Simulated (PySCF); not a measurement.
Isomers of C2H8FPSi2.

All values: B3LYP/def2-SVPD (PySCF) at GFN2-xTB geometries, gas phase, one conformer each. Core orbitals are frozen in the response; Δα² is half the sum of the squared differences of the principal polarisabilities.

Question: Rank by dipole moment, highest first.
A. `[F:1]/[C:2]([SiH3:3])=[CH:4]\[SiH2:5][PH2:6]` with C2–C4–Si5–P6 84°, C4–Si5–P6–H -169° and -76°
B. `[CH2:1]=[CH:2][SiH2:3][PH:4][SiH2:5][F:6]` with C1–C2–Si3–P4 -141°, C2–Si3–P4–Si5 167°, Si3–P4–Si5–F6 -173°
C. `[F:1][Si@@H:2]([PH2:3])/[CH:4]=[CH:5]/[SiH3:6]` with F1–Si2–P3–H 85° and 177°, F1–Si2–C4–C5 178°
D. `[F:1]/[C:2]([SiH3:3])=[CH:4]/[SiH2:5][PH2:6]` with C2–C4–Si5–P6 77°, C4–Si5–P6–H -74° and -167°
E. `[F:1]/[C:2](=[CH:3]/[SiH3:4])[SiH2:5][PH2:6]` with F1–C2–Si5–P6 108°, C2–Si5–P6–H -74° and -167°
F. `[CH2:1]=[CH:2][SiH2:3][Si@H:4]([F:5])[PH2:6]` with C1–C2–Si3–Si4 7°, C2–Si3–Si4–F5 -56°, Si3–Si4–P6–H 41° and -52°

Answer: B (2.65 D), C (2.13 D), F (1.88 D), D (1.53 D), A (1.26 D), E (0.93 D).

Question: Rank by HOMO–LUMO gap, lowest first.
A. `[F:1]/[C:2](=[CH:3]/[SiH3:4])[SiH2:5][PH2:6]` with F1–C2–Si5–P6 108°, C2–Si5–P6–H -74° and -167°
B. `[F:1]/[C:2](=[CH:3]\[SiH3:4])[SiH2:5][PH2:6]` with F1–C2–Si5–P6 -175°, C2–Si5–P6–H 76° and 169°
C. `[CH2:1]=[CH:2][SiH2:3][PH:4][SiH2:5][F:6]` with C1–C2–Si3–P4 -141°, C2–Si3–P4–Si5 167°, Si3–P4–Si5–F6 -173°
D. `[F:1][Si@H:2]([PH2:3])/[CH:4]=[CH:5]\[SiH3:6]` with F1–Si2–P3–H 165° and 72°, F1–Si2–C4–C5 -165°

Answer: D (5.86 eV), A (6.06 eV), C (6.30 eV), B (6.48 eV).

Question: Rank by polarisability anisotropy Δα, lowest first.
A. `[F:1]/[C:2](=[CH:3]\[SiH3:4])[SiH2:5][PH2:6]` with F1–C2–Si5–P6 -175°, C2–Si5–P6–H 76° and 169°
B. `[CH2:1]=[CH:2][SiH2:3][PH:4][SiH2:5][F:6]` with C1–C2–Si3–P4 -141°, C2–Si3–P4–Si5 167°, Si3–P4–Si5–F6 -173°
C. `[F:1][Si@@H:2]([PH2:3])/[CH:4]=[CH:5]/[SiH3:6]` with F1–Si2–P3–H 85° and 177°, F1–Si2–C4–C5 178°
D. `[CH2:1]=[CH:2][SiH2:3][Si@H:4]([F:5])[PH2:6]` with C1–C2–Si3–Si4 7°, C2–Si3–Si4–F5 -56°, Si3–Si4–P6–H 41° and -52°
E. `[F:1]/[C:2](=[CH:3]/[SiH3:4])[SiH2:5][PH2:6]` with F1–C2–Si5–P6 108°, C2–Si5–P6–H -74° and -167°
F. `[F:1]/[C:2]([SiH3:3])=[CH:4]/[SiH2:5][PH2:6]` with C2–C4–Si5–P6 77°, C4–Si5–P6–H -74° and -167°

Answer: E (4.55 Å³), F (4.79 Å³), A (6.37 Å³), C (7.13 Å³), D (7.64 Å³), B (7.87 Å³).

All values together:

| SMILES | μ (D) | HOMO (eV) | LUMO (eV) | α (Å³) | Δα (Å³) |
| --- | --- | --- | --- | --- | --- |
| F/C([SiH3])=C/[SiH2]P | 1.53 | -7.21 | -1.28 | 15.91 | 4.79 |
| F/C([SiH3])=C\[SiH2]P | 1.26 | -7.15 | -1.18 | 16.31 | 6.67 |
| F/C(=C/[SiH3])[SiH2]P | 0.93 | -7.34 | -1.28 | 15.83 | 4.55 |
| F/C(=C\[SiH3])[SiH2]P | 1.34 | -7.51 | -1.03 | 16.12 | 6.37 |
| F[Si@@H](P)/C=C/[SiH3] | 2.13 | -7.25 | -1.43 | 15.96 | 7.13 |
| C=C[SiH2][Si@H](F)P | 1.88 | -7.25 | -0.95 | 16.16 | 7.64 |
| C=C[SiH2]P[SiH2]F | 2.65 | -7.32 | -1.02 | 15.92 | 7.87 |
| F[Si@H](P)/C=C\[SiH3] | 1.90 | -7.44 | -1.58 | 15.43 | 4.65 |

Conformers: `[F:1]/[C:2]([SiH3:3])=[CH:4]/[SiH2:5][PH2:6]` with C2–C4–Si5–P6 77°, C4–Si5–P6–H -74° and -167°; `[F:1]/[C:2]([SiH3:3])=[CH:4]\[SiH2:5][PH2:6]` with C2–C4–Si5–P6 84°, C4–Si5–P6–H -169° and -76°; `[F:1]/[C:2](=[CH:3]/[SiH3:4])[SiH2:5][PH2:6]` with F1–C2–Si5–P6 108°, C2–Si5–P6–H -74° and -167°; `[F:1]/[C:2](=[CH:3]\[SiH3:4])[SiH2:5][PH2:6]` with F1–C2–Si5–P6 -175°, C2–Si5–P6–H 76° and 169°; `[F:1][Si@@H:2]([PH2:3])/[CH:4]=[CH:5]/[SiH3:6]` with F1–Si2–P3–H 85° and 177°, F1–Si2–C4–C5 178°; `[CH2:1]=[CH:2][SiH2:3][Si@H:4]([F:5])[PH2:6]` with C1–C2–Si3–Si4 7°, C2–Si3–Si4–F5 -56°, Si3–Si4–P6–H 41° and -52°; `[CH2:1]=[CH:2][SiH2:3][PH:4][SiH2:5][F:6]` with C1–C2–Si3–P4 -141°, C2–Si3–P4–Si5 167°, Si3–P4–Si5–F6 -173°; `[F:1][Si@H:2]([PH2:3])/[CH:4]=[CH:5]\[SiH3:6]` with F1–Si2–P3–H 165° and 72°, F1–Si2–C4–C5 -165°.
